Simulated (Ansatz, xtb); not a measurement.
Breaking the S1–S2 bond in H2S2 (SMILES SS) (multiplicity 1 held, fragments rigid). Energies count from the point at 2.072 Å.
Geometry at that point (charge 0, multiplicity 1):
```xyz
4

S     -0.912     0.054     0.491
S      0.912     0.057    -0.491
H     -1.536    -0.884    -0.249
H      1.536    -0.884     0.245
```

R- and RO- levels are restricted; in cc, def2 and unpolarised 6-31G sets they are followed outwards from rest. U- levels take the lowest unrestricted solution at each point, which mixes spins at long bonds. Levels need not reach the same state.

Cores are frozen in the correlated methods.

Programs: Ansatz (a first-principles code); xtb for the GFN methods. Each number belongs to the level named beside it. The GFN methods have no spin term and hold the electronic entropy of 300 K.

Q: One of these levels gives 30.91 kcal/mol for the energy at R = 6.630 Å. Which?
A) GFN2-xTB
B) R-MP2/cc-pV(D+d)Z
C) U-HF/cc-pV(D+d)Z
D) R-HF/cc-pV(D+d)Z

A: C, U-HF/cc-pV(D+d)Z. The others give 66.16 (GFN2-xTB), 156.11 (R-HF/cc-pV(D+d)Z), 21.19 (R-MP2/cc-pV(D+d)Z)

Doubts at one or more of the structures used: a restricted determinant that unrestricted orbitals would lower (R-HF/cc-pV(D+d)Z, R-MP2/cc-pV(D+d)Z); a spin-contaminated determinant (U-HF/cc-pV(D+d)Z).
